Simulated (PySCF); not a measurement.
# Correlation energy of W (tungsten, neutral)

[Xe] 4f14 5d4 6s2, high-spin 5D determinant. Calculation: PySCF 2.14, in def2-TZVP with the def2 core potential (60 electrons) (6s4p3d1f, 40 functions); scalar relativity through the core potential. Frozen: 5s2 5p6; 6 electrons correlated.

MP2 pair energies summed by pair of shells (mhartree):

| pair | energy | share (%) |
| --- | --- | --- |
| 5d-6s | -37.09 | 47.8 |
| 5d-5d | -23.74 | 30.6 |
| 6s-6s | -16.74 | 21.6 |

Total MP2 correlation energy: -77.58 mhartree.

Same-spin part -37.59 and opposite-spin part -39.99 mhartree; SCS-MP2 scales them by 1/3 and 6/5 to -60.52 mhartree.
